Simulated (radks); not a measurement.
Results of a calculation; reference values are marked as such.
Os I, 76 electrons, occupied as [Xe] 4f14 5d8 (not the ground configuration).

Level of theory: non-relativistic Kohn-Sham, PBE, spin-polarised, spherical densities, point nucleus; open shells are filled with parallel spins first (spin-orbit coupling, left out, can overturn this in heavy ions); relativity is left out, which matters for an element this heavy (a radial shooting solver on a logarithmic mesh with Libxc functionals).

Energy parts (Ry):
total: -32588.7895
kinetic: 32580.4974
electron-nucleus: -77636.4013
Hartree: 13108.6637
exchange-correlation: -641.5493

Orbitals (lengths in bohr, moments of r in powers of bohr; r(max) is where P^2 peaks):
| orbital | occ. | eigenvalue (Ry) | r(max) |
|---|---|---|---|
| 1s up | 1 | -4953.641 | 0.01322 |
| 1s down | 1 | -4953.641 | 0.01322 |
| 2s up | 1 | -819.0516 | 0.07197 |
| 2s down | 1 | -819.0436 | 0.07197 |
| 2p up | 3 | -786.0481 | 0.05585 |
| 2p down | 3 | -786.0421 | 0.05585 |
| 3s up | 1 | -188.6535 | 0.1973 |
| 3s down | 1 | -188.6507 | 0.1973 |
| 3p up | 3 | -173.2513 | 0.1858 |
| 3p down | 3 | -173.2484 | 0.1858 |
| 3d up | 5 | -144.5322 | 0.1463 |
| 3d down | 5 | -144.5270 | 0.1463 |
| 4s up | 1 | -38.35151 | 0.4424 |
| 4s down | 1 | -38.34561 | 0.4424 |
| 4p up | 3 | -31.83048 | 0.4425 |
| 4p down | 3 | -31.82421 | 0.4425 |
| 4d up | 5 | -19.90450 | 0.4373 |
| 4d down | 5 | -19.89684 | 0.4373 |
| 4f up | 7 | -4.16469 | 0.3996 |
| 4f down | 7 | -4.15265 | 0.3996 |
| 5s up | 1 | -5.05989 | 1.005 |
| 5s down | 1 | -4.99180 | 1.003 |
| 5p up | 3 | -3.11854 | 1.076 |
| 5p down | 3 | -3.04232 | 1.074 |
| 5d up | 5 | -0.29519 | 1.372 |
| 5d down | 3 | -0.21538 | 1.369 |

The highest occupied level is 5d down at -2.930 eV. The spin density at the nucleus is -1.304 e/bohr^3 (1s -0.013, 2s -0.100, 3s -0.064, 4s 0.131, 5s -1.258). The density falls to 0.001 e/bohr^3 at r = 4.36 bohr. Summed over all electrons, <r^2> = 61.66 bohr^2, which gives a Langevin (diamagnetic) susceptibility term of -48.8 x 10^-6 cm^3/mol. The electron density at the nucleus is 3.146e+05 e/bohr^3.
